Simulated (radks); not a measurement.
Q: Neutral caesium, [Xe] 6s1. All-electron calculation, non-relativistic Kohn-Sham, exchange-only B88, spin-polarised, spherical densities, point nucleus. Program: a radial shooting solver on a logarithmic mesh with Libxc functionals. Every spin shell is full or empty, so the densities are truly spherical. Functionals are evaluated on that one density, not self-consistently. Rank these orbital-free kinetic functionals by their error against the exact value of the orbitals, and give that value: Thomas-Fermi, von Weizsacker, TF + vW/9, LC94, APBEK, revAPBEK, Thakkar, Pearson, LKT, DePristo-Kress.

A: Exact: 7553.92 hartree. From best to worst, with 100 (|E| - |E exact|)/|E exact| (equal figures are ties): LC94 +0.04, APBEK +0.09, DePristo-Kress -0.13, revAPBEK +0.26, Thakkar -0.63, TF + vW/9 -0.69, Pearson -0.91, Thomas-Fermi -5.17, LKT +18.47, von Weizsacker -59.72.
